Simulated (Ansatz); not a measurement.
Isolated molecules relaxed with PBE0-D4/def2-TZVP in Ansatz; ΔE leaves out vibrations. CBS: MP2 limit from def2 TZ/QZ plus the TZ coupled-cluster correction, frozen cores. This one scheme is used for every species. DFT in def2-TZVPP. B3LYP here is the variant with VWN-RPA as its local correlation; programs differ in this. HSE06 is defined as in plane-wave codes. def2 core potentials past Kr. For Mo outer-core shells are correlated without core-valence functions, which leaves a few kJ/mol of doubt a bond. One conformer a species, not always the lowest.

Consider the ligand exchange at a Mo–N bond: `[NH]=[Mo](=[NH])([NH2])[OH]` + H–F → `[NH]=[Mo](=[NH])([OH])[F]` + NH₃.

```csv
level,ΔE (kJ/mol),difference from CCSD(T)/CBS
LDA (SPW92),-57.1,-4.8
PBE-D4,-64.1,-11.8
BLYP-D4,-66.3,-14.0
r2SCAN-D4,-70.2,-17.9
B97M-V,-77.0,-24.7
PBE0-D4,-59.3,-7.0
r2SCANh-D4,-67.2,-14.9
r2SCAN0-D4,-63.3,-11.0
HSE06-D4,-59.2,-6.9
BHLYP-D4,-61.8,-9.5
CAM-B3LYP-D4,-66.8,-14.5
ωB97X-V,-68.3,-16.0
ωB97M-V,-64.2,-11.9
B2PLYP,-64.7,-12.4
PBE-QIDH,-56.5,-4.2
PBE,-68.9,-16.6
revPBE,-72.6,-20.3
BLYP,-76.1,-23.8
r2SCAN,-71.5,-19.2
PBE0,-63.5,-11.2
B3LYP,-70.9,-18.6
r2SCANh,-68.6,-16.3
r2SCAN0,-64.8,-12.5
HSE06,-63.1,-10.8
CAM-B3LYP,-71.1,-18.8
LC-ωPBE,-71.3,-19.0
RPA@PBE/def2-TZVPP,-56.2,-3.9
HF/def2-SVP,-71.9,-19.6
MP2/def2-SVP,-58.0,-5.7
HF/def2-TZVPP,-70.9,-18.6
MP2/def2-TZVPP,-48.1,4.2
SCS-MP2/def2-TZVPP,-55.5,-3.2
CCSD/def2-TZVPP,-55.2,-2.9
CCSD(T)/def2-TZVPP,-53.1,-0.8
HF/def2-QZVPP,-71.4,-19.1
MP2/def2-QZVPP,-47.8,4.5
SCS-MP2/def2-QZVPP,-55.1,-2.8
HF/CBS(def2),-71.5,-19.2
MP2/CBS(def2),-47.3,5.0
CCSD/CBS(def2),-54.5,-2.2
CCSD(T)/CBS,-52.3,0
```

(1) What do rigid-rotor, harmonic-oscillator terms from PBE0-D4/def2-TZVP frequencies (298.15 K, 1 bar) make of the CCSD(T)/CBS value? (Best estimate.)

Largest T1 diagnostic among the species: 0.022, so the coupled-cluster value is less sure than usual.

Results:

(1) Computed: ΔZPE = +5.1 kJ/mol, ΔH = -48.4 kJ/mol, ΔS = 5 J/(mol·K), ΔG = -50.0 kJ/mol.

In def2-TZVPP, CCSD(T) changes the Hartree–Fock value by +17.8 kJ/mol (the triples alone add +2.1 kJ/mol) and MP2 by +22.8 kJ/mol. Leaving LDA and LC-ωPBE aside and taking each functional with its dispersion term where it has one, the values spread over 20.5 kJ/mol, from B97M-V to PBE-QIDH. LDA lies +11.7 kJ/mol from PBE without D4. The D4 term adds +7.6 kJ/mol with B3LYP and +4.2 kJ/mol with PBE0; it sums over pairs of atoms, weighted by their polarisabilities, and B3LYP, whose exchange is more repulsive, gets the larger term.
